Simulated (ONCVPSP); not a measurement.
**What one change does to a pseudopotential (I, ONCV)**

- Element: iodine
- Generator: ONCVPSP 4.0.1
- Type: optimised norm-conserving Vanderbilt (ONCV)
- Functional: PW91
- Relativity: fully relativistic
- Frozen core: [Kr] 4d10
- Valence charge: 7
- Reference configuration: 5s2 5p3 (charge +2)
- Partial waves: 5s: rc 1.35 bohr, ncon 3, nbas 6, qcut 4.3 1/bohr, 2 projectors, debl 0.4 Ha; 5p: rc 1.75 bohr, ncon 3, nbas 6, qcut 3.8 1/bohr, 2 projectors, debl 2.9 Ha
- Local potential: polynomial inside 1.05 bohr (lpopt 1, dvloc0 0 Ha)
- Core correction: Teter function, fcfact 2.75, rcfact 1.8

Open shells are filled in proportion to 2j + 1.

In the s channel the program set the typed energies aside and used -1.326, 0.250 Ha.

Change: core correction Teter function, fcfact 2.75, rcfact 1.86.

Cutoffs: the cutoffs (Ha) at which the residual kinetic energy of the hardest occupied pseudo-wave falls to 1 and 0.1 mHa per electron; they do not see the model core or the augmentation charge, which bear on the density cutoff. Errors are all-electron minus pseudo energies relative to the spin-unpolarised reference configuration.

**Question.** What does the change do?

**Answer.** The potential gets neither clearly harder nor softer (59 Ha and 83 Ha → 59 Ha and 83 Ha); both files keep a bound ghost (s); of the 4 tests that both files solve, the error grows in 3 and shrinks in 0 by more than 15 % and 0.3 meV (median size 137.8 → 160.7 meV). A model core, the more so a compact one, raises the density cutoff, which this test does not measure.

```csv
quantity,base,changed
"cutoff, loose",59 Ha,59 Ha
"cutoff, tight",83 Ha,83 Ha
bound ghosts,s,s
GHOST(+) flags under 300 eV,"p3/2 at 48.5 eV, p1/2 at 60.8 eV","p3/2 at 48.5 eV, p1/2 at 60.8 eV"
"error for 5s2 5p5, meV [ΔE -31.16 eV]",-272,-332
"error for 5s2 5p4, meV [ΔE -19.94 eV]",-82,-97
"error for 5s2 5p2, meV [ΔE 29.45 eV]",-106,-118
"error for 5s2 5p4.5, meV [ΔE -26.59 eV]",-169,-203
s: phases at 1.37 bohr within 0.05 rad from the reference energy up to (Ha; the scan ends near 5),to the end of the scan,to the end of the scan
p3/2: phases at 1.77 bohr within 0.05 rad from the reference energy up to (Ha; the scan ends near 5),to the end of the scan,to the end of the scan
p1/2: phases at 1.77 bohr within 0.05 rad from the reference energy up to (Ha; the scan ends near 5),2.2,2.2
"rms error of d²Exc/dni dnj with the model core, mHa",0.45,1.15
```

 A true bound ghost makes a file unfit for plane-wave use even where its test errors are small: the radial tests pick states by their node count and pass the ghost by.
